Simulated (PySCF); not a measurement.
# Two-component Hartree-Fock for Nb³⁷⁺ (niobium, charge +37)

Start: [He] 2s2. Calculated with PySCF 2.14 in an even-tempered Gaussian basis (17 s from 3.9 bohr⁻², ratio 2.6; 12 p from 5.1 bohr⁻², ratio 2.6; 7 d from 5.2 bohr⁻², ratio 2.8; 4 f from 100 bohr⁻², ratio 2.8): generalised Hartree-Fock with the X2C-1e Hamiltonian and a Gaussian nucleus; spin-orbit coupling (SO) screened by Boettger's factors.

| spinor shell | electrons | ε, screened SO (eV) | weight of nominal j (screened SO) | rms radius, screened SO (bohr) |
| --- | --- | --- | --- | --- |
| 1s1/2 | 2 | -22231.8 | 1.000 | 0.0411 |
| 2s1/2 | 2 | -5261.6 | 1.000 | 0.159 |

```csv
quantity,screened SO
E (hartree),-2086.36016
M_J,0
⟨J²⟩,0.000
⟨L²⟩,0.000
⟨S²⟩,0.000
```

Breit and QED terms are absent; they matter most for the inner s and p1/2 levels.

Densities and radii are taken from the X2C orbitals without a picture-change correction, which distorts them close to the nucleus.
